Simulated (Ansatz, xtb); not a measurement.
C3H7BGe: which of two isomers lies lower

Structure X: `CC#C[BH][GeH3]`, a singlet. Structure Y: `[BH]1CC=[CH][GeH2]1`, a singlet. Both are isolated molecules in the gas phase, relaxed with r2SCAN-D4/def2-SVP.

Quicker runs give these differences E(Y) − E(X): GFN2-xTB −0.321 eV; HF/STO-3G −1.107 eV (at GFN2-xTB geometries); r2SCAN-D4/def2-SVP//GFN2-xTB −0.779 eV.

**Question.** Estimate E(Y) − E(X) at the level CCSD(T)/def2-SVP + ΔMP2/def2-TZVPP.

**Answer.** Calculated at CCSD(T)/def2-SVP + ΔMP2/def2-TZVPP: E(Y) − E(X) = −0.777 eV, so structure Y lies lower.

The same difference at several levels:

| level | geometry | E(Y) − E(X) (eV) | departure from the last row (eV) | job, with rough time for the two |
| --- | --- | --- | --- | --- |
| GFN2-xTB | GFN2-xTB | −0.321 | +0.456 | optimisation, 0.16 s |
| HF/STO-3G | GFN2-xTB | −1.107 | −0.330 | single point, 0.72 s |
| r2SCAN-D4/def2-SVP//GFN2-xTB | GFN2-xTB | −0.779 | −0.002 | single point, 3.7 s |
| r2SCAN-D4/def2-SVP | r2SCAN-D4/def2-SVP | −0.761 | +0.016 | optimisation, 44 s |
| HF/def2-SVP | r2SCAN-D4/def2-SVP | −0.595 | +0.182 | part of the CCSD(T) run |
| MP2/def2-SVP | r2SCAN-D4/def2-SVP | −0.661 | +0.116 | part of the CCSD(T) run |
| CCSD(T)/def2-SVP | r2SCAN-D4/def2-SVP | −0.696 | +0.081 | single point |
| CCSD(T)/def2-SVP + ΔMP2/def2-TZVPP | r2SCAN-D4/def2-SVP | −0.777 |  | single point, 65 s |

As drawn, Y has 1 C=C, 1 C–Ge, 1 C–H in place of 1 C≡C, 1 Ge–H. Structure X has no ring, Y a 5-membered ring.

None of the levels shown reverses the order. The largest departure from CCSD(T)/def2-SVP + ΔMP2/def2-TZVPP is that of GFN2-xTB, 0.456 eV. A small imaginary or near-zero mode remains, so no thermal terms are given. The last row adds to CCSD(T) the change of the MP2 difference between the two basis sets, here −0.081 eV.

The correlated steps freeze 13 core orbitals; the filled d shell of Ge is correlated, in a basis made for valence electrons. Programs: Ansatz 0.2.0, xtb 6.7.1; the last row on 2 threads of Intel(R) Xeon(R) Platinum 8488C (Sapphire Rapids) on a shared host.
